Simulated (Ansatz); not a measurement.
Program: Ansatz. Geometries: PBE0-D4/def2-TZVP. ΔE: electronic, gas phase. CCSD(T)/CBS adds triple-zeta CCSD(T) − MP2 to the extrapolated MP2 energy (def2 sets, frozen cores). Functionals use def2-TZVPP. HSE06 is defined as in plane-wave codes. Elements past krypton have def2 core potentials. For In outer-core shells are correlated without core-valence functions, which leaves a few kJ/mol of doubt a bond. One conformer a species, not always the lowest.

Reaction (formal exchange of groups at the In–O bond): `[OH][In]([SH])[O][SiH3]` + `CC(C)N` → `[NH2][In]([OH])[SH]` + `CC(C)O[SiH3]`

```tsv
level	ΔE (kJ/mol)	difference from CCSD(T)/CBS
LDA (SPW92)	35.2	-10.2
PBE-D4	38.5	-6.9
B97M-V	46.9	1.5
HSE06-D4	40.3	-5.1
BHLYP-D4	42.4	-3.0
ωB97M-V	40.6	-4.8
revPBE	39.1	-6.3
r2SCAN	41.6	-3.8
BHLYP	41.8	-3.6
LC-ωPBE	41.7	-3.7
HF/def2-SVP	50.7	5.3
HF/def2-TZVPP	44.9	-0.5
CCSD/def2-TZVPP	43.7	-1.7
CCSD(T)/def2-TZVPP	43.7	-1.7
SCS-MP2/def2-QZVPP	46.6	1.2
MP2/CBS(def2)	46.9	1.5
CCSD(T)/CBS	45.4	0
```

Largest T1 diagnostic among the species: 0.016.

At CCSD(T), def2-SVP lies +7.7 kJ/mol from the extrapolated value and def2-TZVPP −1.7 kJ/mol. Leaving LDA and LC-ωPBE aside and taking each functional with its dispersion term where it has one, the values, not all of them listed here, spread over 9.8 kJ/mol, from BLYP-D4 to B97M-V. LDA lies −3.7 kJ/mol from PBE without D4.
